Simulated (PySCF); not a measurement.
Geometry (Å), atoms numbered from 1 in this order:
```xyz
28

C    -1.7738   -0.5484    1.1070
C    -1.3246    0.8095    0.5757
C    -2.4665    1.8205    0.6351
C    -0.6960    0.7303   -0.8314
C    -1.6005    0.1386   -1.9145
Si    0.9816   -0.1524   -0.8473
N     2.0101    0.4432    0.4261
C     2.9374   -0.4026    1.1314
C     2.3225    1.8464    0.5146
H    -0.9534   -1.2837    1.1031
H    -2.5996   -0.9649    0.5083
H    -2.1348   -0.4606    2.1433
H    -0.5283    1.1718    1.2509
H    -2.1384    2.8176    0.3011
H    -2.8522    1.9213    1.6620
H    -3.3133    1.5162   -0.0018
H    -0.4578    1.7691   -1.1346
H    -2.5652    0.6667   -1.9819
H    -1.1275    0.2052   -2.9071
H    -1.8216   -0.9254   -1.7324
H     0.8596   -1.6261   -0.6194
H     1.5484    0.0424   -2.2302
H     2.9810   -0.1306    2.2034
H     2.6268   -1.4559    1.0698
H     3.9731   -0.3343    0.7374
H     3.3007    2.1010    0.0559
H     1.5548    2.4543    0.0107
H     2.3604    2.1794    1.5692
```

Geometry: PBE0-D3(BJ)/def2-SVP; GIAO shifts from PySCF 2.14.0 with density-fitted response routines, gas phase, non-relativistic, averaged over equivalent atoms.

At B3LYP/pcSseg-1 (255 basis functions, 2.7 min wall time on 1 thread of an Intel Xeon, shared host):
```json
{"atoms": "C8/C9", "δ (ppm)": "41.0"}
{"atoms": "C2", "δ (ppm)": "29.1"}
{"atoms": "C4", "δ (ppm)": "25.8"}
{"atoms": "C3", "δ (ppm)": "24.2"}
{"atoms": "C1", "δ (ppm)": "18.1"}
{"atoms": "C5", "δ (ppm)": "6.0"}
{"atoms": "Si6", "δ (ppm)": "-15.7"}
{"atoms": "N7", "δ (ppm)": "19.7"}
{"atoms": "H22", "δ (ppm)": "4.42"}
{"atoms": "H21", "δ (ppm)": "4.26"}
{"atoms": "H23/H24/H25/H26/H27/H28", "δ (ppm)": "2.50"}
{"atoms": "H13", "δ (ppm)": "1.76"}
{"atoms": "H14/H15/H16", "δ (ppm)": "1.05"}
{"atoms": "H17", "δ (ppm)": "0.87"}
{"atoms": "H10/H11/H12", "δ (ppm)": "0.87"}
{"atoms": "H18/H19/H20", "δ (ppm)": "0.84"}
```

References, each an isolated molecule treated in the same way: TMS for ¹³C (σ = 179.24 ppm), ²⁹Si (σ = 337.86 ppm), ¹H (σ = 31.38 ppm); ¹⁵N (σ = 263.54 ppm) against NH3.

Question: What do these become at PBE0/pcSseg-1?

Answer: 
```tsv
atoms	δ at PBE0/pcSseg-1	change
C8/C9	40.3	-0.7
C2	27.2	-1.9
C4	24.1	-1.7
C3	23.5	-0.7
C1	17.7	-0.4
C5	5.5	-0.5
Si6	-13.4	+2.3
N7	14.1	-5.6
H22	4.51	+0.09
H21	4.38	+0.12
H23/H24/H25/H26/H27/H28	2.47	-0.03
H13	1.77	+0.01
H14/H15/H16	1.02	-0.03
H17	0.88	+0.01
H10/H11/H12	0.85	-0.02
H18/H19/H20	0.81	-0.03
```

Referencing at the same level of theory: ¹³C (σref 184.41) and ²⁹Si (σref 351.99) and ¹H (σref 31.27) against TMS; ¹⁵N (σref 265.67) vs NH3.

The largest change is at N7 (nitrogen bonded to 2 C, Si). Cost: 255 basis functions, 2.9 min wall time on 1 thread of an Intel Xeon, shared host. The order of the carbon signals is the same at both levels.

Experimental scales use liquid or dissolved standards, which lie at an offset from isolated NH3 (liquid NH3: subtract about 20 ppm).
